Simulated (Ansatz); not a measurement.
`[F][SnH2][GeH3]` + `Cl[SiH](Cl)Cl` → `Cl[Si](Cl)(Cl)[GeH3]` + `[F][SnH3]`  (formal exchange of groups at a Ge–Sn bond)

Computed with Ansatz on PBE0-D4/def2-TZVP structures; ΔE is electronic, products minus reactants. CCSD(T)/CBS is the MP2 limit (def2-TZVPP, def2-QZVPP) plus CCSD(T) − MP2 in def2-TZVPP, frozen cores. This one scheme is used for every species. Functionals use def2-TZVPP. HSE06 is defined as in plane-wave codes. def2 core potentials past Kr. For Ge, Sn outer-core shells are correlated without core-valence functions, which leaves a few kJ/mol of doubt a bond. Scalar relativity is left out up to krypton.

```tsv
level	ΔE (kJ/mol)
B2PLYP	33.1
HSE06	29.8
CAM-B3LYP	33.0
HF/def2-SVP	37.7
SCS-MP2/def2-TZVPP	30.9
MP2/def2-QZVPP	33.5
SCS-MP2/def2-QZVPP	34.0
MP2/CBS(def2)	35.2
```

(1) What does CCSD(T)/CBS give? (An estimate is asked.)

Largest T1 diagnostic among the species: 0.014.

## Answers

(1) Ansatz gave: +32.9 kJ/mol. The listed levels differ from it by 0.2, -3.1, 0.1, 4.8, -2.0, 0.6, 1.1, 2.3 kJ/mol.

Leaving LDA and LC-ωPBE aside and taking each functional with its dispersion term where it has one, the values, not all of them listed here, spread over 15.7 kJ/mol, from B97M-V to B2PLYP. LDA lies −4.5 kJ/mol from PBE without D4. In def2-TZVPP, CCSD(T) changes the Hartree–Fock value by −10.2 kJ/mol (the triples alone add −2.1 kJ/mol) and MP2 by −7.9 kJ/mol. The D4 term adds −7.4 kJ/mol with B3LYP and −4.1 kJ/mol with PBE0; it sums over pairs of atoms, weighted by their polarisabilities, and B3LYP, whose exchange is more repulsive, gets the larger term.

B3LYP here is the variant with VWN-RPA as its local correlation; programs differ in this.

CCSD(T)/CBS has its own doubt, a few kJ/mol and more with outer-core shells, so smaller differences from it don't rank the levels.
